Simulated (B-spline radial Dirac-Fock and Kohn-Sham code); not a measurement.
# Photoabsorption cross section of Ga⁺ by shell

System: gallium as Ga⁺, 1s2 2s2 2p6 3s2 3p6 3d10 4s2.

Input of the calculation (task.json; shells as n, l, electrons):

```json
{"items": [{
  "Z": 31,
  "q": 1,
  "cfg": [[1, 0, 2], [2, 0, 2], [2, 1, 6], [3, 0, 2], [3, 1, 6], [3, 2, 10], [4, 0, 2]],
  "A": 69,
  "rrms": 3.9973,
  "do": ["binding", "quiet", "photo", "scan"],
  "hv": [21.22, 54.6, 80, 103.0, 240.0, 300, 521.0, 903.0, 1000, 1486.9, 5620.0, 9251.7, 14000.0, 22162.9, 30000, 188000.0]
}]}
```

Launch: `python xray_run.py task.json out`

Method: Dirac-Hartree-Slater photoionisation with all multipoles and Dirac-Fock thresholds. Computed with a radial B-spline solver.

Computed thresholds (eV): K 10385.6, L1 1323.3, L2 1161.7, L3 1134.6, M1 180.5, M2 127.3, M3 123.7, M4 34.72, M5 34.29, N1 18.75.

```
photon energy (eV)  total (b)  K (%)  L (%)  M (%)  N (%)
              54.6  6.701e+06      –      –   97.9    2.1
                80  8.781e+06      –      –   98.5    1.5
               103  8.132e+06      –      –   98.7    1.3
               240  3.651e+06      –      –   99.3    0.7
               300  2.540e+06      –      –   99.2    0.8
               521     862000      –      –   99.0    1.0
               903     253200      –      –   98.7    1.3
              1000     199400      –      –   98.6    1.4
            1486.9     611300      –   87.5   12.3    0.2
              5620      18930      –   87.2   12.4    0.5
            9251.7       4719      –   86.9   12.5    0.6
             14000      11840   87.7   10.7    1.6    0.1
           22162.9       3379   88.5    9.9    1.5    0.1
             30000       1435   88.9    9.6    1.4    0.1
            188000      5.977   89.4    9.1    1.4    0.1
```

Question: With what power of the photon energy does the total fall between 30000 and 188000 eV?

Answer: As E^-2.99. The non-relativistic Born limit for an s electron far above threshold is E^-3.5; near threshold and at relativistic energies the fall is slower.
